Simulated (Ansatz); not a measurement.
`BC=NB` + `[SiH3]N[SiH3]` → `BN([SiH3])[SiH3]` + `BN=C` at 400 K and 1 bar (ligand exchange at a B–C bond).

Computed with Ansatz on PBE0-D4/def2-TZVP structures; ΔE is electronic, products minus reactants. CBS: MP2 limit from def2 TZ/QZ plus the TZ coupled-cluster correction, frozen cores. This one scheme is used for every species.

```
           species  CCSD(T)/CBS energy (Eh)  H − E (kJ/mol)  S (J/(mol·K))
           `BC=NB`               -145.31327           190.1          325.6
   `[SiH3]N[SiH3]`               -637.10515           203.4          366.7
`BN([SiH3])[SiH3]`               -662.52490           240.8          386.1
            `BN=C`               -119.93970           154.7          272.9
```

H − E and S are ideal-gas, rigid-rotor, harmonic terms from PBE0-D4/def2-TZVP. 1 Eh = 2625.50 kJ/mol, R = 8.31446 J/(mol·K).

Question: By hand: ΔE, ΔH, ΔS and ΔG.

Answer: ΔE = (-662.52490) + (-119.93970) − (-145.31327) − (-637.10515) = -0.04618 Eh = -121.2 kJ/mol. Δ(H − E) = 240.8 + 154.7 − 190.1 − 203.4 = 2.0, so ΔH = -119.2 kJ/mol. ΔS = 386.1 + 272.9 − 325.6 − 366.7 = -33.3 J/(mol·K). ΔG = -119.2 − 400 × (-33.3)/1000 = -105.9 kJ/mol.

Question: By hand: the equilibrium constant, and the temperature at which ΔG would vanish if ΔH and ΔS stayed fixed.

Answer: log₁₀ K = −ΔG/(RT ln 10) = 13.8. ΔG = 0 at ΔH/ΔS = 3580 K, far beyond where these terms or the molecules hold.

ΔH outweighs TΔS. A doubt of 5 kJ/mol in ΔE shifts log₁₀ K by 0.7 here. Modes under 60 cm⁻¹, often nearly free rotors, make the harmonic entropy too high. These are equilibria of isolated gas molecules and say nothing of rates. Largest T1 diagnostic: 0.017 (customary marks: 0.02 for closed shells, 0.045 for open ones).
